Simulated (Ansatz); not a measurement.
Abridged output of a molecular run in Ansatz:

```
Functional definition: HF
1593 factors; integrals over basis functions are off by at most 7.8e-4 eV
mean field evaluation 1: about -33633.9648 eV, gradient 8.5e1 eV
mean field evaluation 2: about -33634.3563 eV, gradient 8.6e1 eV
mean field evaluation 4: about -33647.1870 eV, gradient 1.4e1 eV
mean field evaluation 8: about -33647.5562 eV, gradient 1.6e0 eV
mean field evaluation 16: about -33647.5678 eV, gradient 4.9e-5 eV
mean field -33647.56783247 eV, -1236.5253107027 hartree, gradient 2.0e-6 eV, S^2 0.000000; 0 other end points of the search recorded, 0 dependent functions left out
13 core orbitals not correlated: weight in the atoms' cores, before any rotation towards them, 1.000 or more for the frozen orbitals, at most 0.000 for the correlated occupied ones
reference -33647.56783247 eV, -1236.5253107027 hartree; 24, 24 occupied and 210, 210 virtual orbitals, 1593 factors
second order -47.27087148 eV of doubles, -0.00000000 eV of singles
cycle   1  -42.67889710 eV  change     4.6e0 eV  update   3.6e-1
cycle   2  -45.13715720 eV  change    -2.5e0 eV  update   2.9e-1
cycle   3  -45.59399360 eV  change   -4.6e-1 eV  update   5.4e-2
cycle   4  -45.64744434 eV  change   -5.3e-2 eV  update   2.8e-2
cycle   5  -45.59727472 eV  change    5.0e-2 eV  update   1.0e-2
cycle   6  -45.59598420 eV  change    1.3e-3 eV  update   4.8e-3
cycle   7  -45.59722887 eV  change   -1.2e-3 eV  update   2.4e-3
cycle   8  -45.59633932 eV  change    8.9e-4 eV  update   1.4e-3
cycle   9  -45.59635318 eV  change   -1.4e-5 eV  update   7.0e-4
cycle  10  -45.59768919 eV  change   -1.3e-3 eV  update   5.1e-4
cycle  11  -45.59739212 eV  change    3.0e-4 eV  update   2.3e-4
cycle  12  -45.59664837 eV  change    7.4e-4 eV  update   1.6e-4
cycle  13  -45.59709071 eV  change   -4.4e-4 eV  update   6.1e-5
cycle  14  -45.59688470 eV  change    2.1e-4 eV  update   4.4e-5
cycle  15  -45.59686727 eV  change    1.7e-5 eV  update   2.2e-5
perturbative correction -2.65593721 eV, -0.0976038920 hartree
Total energy: -33695.82063695 eV, -1238.2985685604 hartree
```

Its atoms:

```xyz
7

O    -1.283    0.746   -1.208
Mo   -0.220    0.283   -0.047
O     0.772   -1.025   -0.903
F     1.281    1.366   -0.154
Cl   -0.770    1.626    1.716
Cl   -1.237   -1.405    1.126
H     1.456   -1.591   -0.531
```

(1) Which basis set was used?
A. def2-SVPD
B. cc-pV(D+d)Z
C. cc-pV(Q+d)Z
D. def2-TZVPP

(2) Write the keys of the input that set method, charge and spin (a neutral closed shell needs none for the last two).

Answers

(1) D. It gives 247 functions.

(2) 
```yaml
correlation: {method: ccsd_t}
```
